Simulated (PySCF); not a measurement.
**Two-component Hartree-Fock for Ge(2+) (germanium, charge +2)**

Start: [Ar] 3d9 4s2 4p1; 3d3/2 filled at m_j = -3/2, -1/2, +1/2, +3/2; 3d5/2 filled at m_j = -3/2, -1/2, +1/2, +3/2, +5/2; 4p3/2 filled at m_j = +3/2. Calculated with PySCF 2.14 in x2c-SVPall-2c with one added diffuse shell each of s, p, d type (6s7p4d, 47 functions): generalised Hartree-Fock with the X2C-1e Hamiltonian and a Gaussian nucleus; one run each with spin-orbit coupling (SO) switched off, then screened by Boettger's factors. This is a chosen level, not necessarily the ground level.

```csv
spinor shell,electrons,"ε, spin-free (eV)","ε, screened SO (eV)",weight of nominal j (screened SO),"rms radius, screened SO (bohr)"
1s1/2,2,-11210.1,-11210.0,1.000,0.0542
2s1/2,2,-1488.9,-1488.9,1.000,0.227
2p1/2,2,-1301.2,-1323.5,1.000,0.201
2p3/2,4,-1301.2,-1290.4,1.000,0.204
3s1/2,2,-234.00,-234.02,1.000,0.665
3p1/2,2,-173.70,-178.14,0.964,0.686
3p3/2,4,-173.70,-171.56,0.982,0.695
3d3/2,4,-76.252,-77.160,0.847,0.768
3d5/2,5,-76.252,-75.610,0.878,0.775
4s1/2,2,-36.548,-36.563,0.999,2.05
4p3/2,1,-27.568,-27.454,1.000,2.36
```

```
   quantity    spin-free  screened SO
E (hartree)  -2094.69964  -2094.76527
        M_J            4            4
       ⟨J²⟩       20.014       20.014
       ⟨L²⟩       12.011       12.012
       ⟨S²⟩        2.003        2.004
```

Each row is a mean over spinors that exchange with the open shell spreads, by up to 9.682 eV (3p3/2).

Rows whose weight is well below 1 are mixtures of j = l ± 1/2: exchange outweighs spin-orbit coupling there, and the label is only the starting occupation.

Without spin-orbit coupling the j labels of p, d and f shells carry no meaning; the spin-free column gives the mean over the occupied spinors of each nl shell.
